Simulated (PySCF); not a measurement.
Si(Me)2(OH)(SH) (C2H8OSSi), SMILES [Si](S)(C)(C)O.

Geometry: B3LYP-D3(BJ)/def2-SVP. Other conformers were not sampled.

Two levels are set side by side: PBE/def2-TZVP (PySCF) and r2SCAN/def2-TZVP (PySCF). Same geometry, gas phase. Differences are taken from unrounded values.

| quantity | r2SCAN |
|---|---|
| orbital gap (eV) | 6.37 |
| highest occupied level (eV) | -6.33 |
| lowest empty level (eV) | 0.03 |
| dipole moment (D) | 0.76 |
| mean polarisability (bohr³) | 72.0 |

**Question.** What does PBE give, and how far is it from r2SCAN? (An estimate is asked for; the answer gives what the named calculation found.)

**Answer.** 
```tsv
quantity	PBE	PBE minus r2SCAN
orbital gap (eV)	5.64	-0.73
highest occupied level (eV)	-6.04	0.29
lowest empty level (eV)	-0.40	-0.43
dipole moment (D)	0.74	-0.03
mean polarisability (bohr³)	74.2	2.2
```

Rough cost on one machine, each run with all the roots and properties that it gave: r2SCAN against PBE about 3 times.
